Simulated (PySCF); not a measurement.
Working out the excitation energy of In

In [Kr] 4d10 5s2 5p1 (2P) → In [Kr] 4d10 5s1 5p1 6s1 (4P). All numbers are calculated (PySCF 2.14, scalar relativity through the core potential, in aug-cc-pwCVDZ-PP with ECP28MDF (6s5p4d1f, 48 functions)). Frozen: 4s2 4p6 4d10. Energies in hartree (1 hartree = 27.21139 eV):

| part | In (lower) | In (upper) |
| --- | --- | --- |
| UHF | -189.205747 | -188.960562 |
| CCSD correlation | -0.039904 | -0.009101 |
| (T) | -0.000569 | -0.000057 |

Problem. What does Hartree-Fock give?

Solution. (-188.960562) − (-189.205747) = 0.245185 hartree = 6.672 eV.

Problem. What do CCSD and CCSD(T) give?

Solution. The CCSD correlation energies differ by 0.030803 hartree = 0.838 eV and the triples by 0.000512 hartree = 0.014 eV, so CCSD gives 7.510 eV and CCSD(T) 7.524 eV.

The upper state lies above the first ionisation limit, but in LS coupling its spin forbids autoionisation to the ground ion; at this Z spin-orbit coupling breaks that rule. A Rydberg-like electron needs more diffuse functions than a valence basis has.

A double-zeta basis recovers only part of the correlation energy.
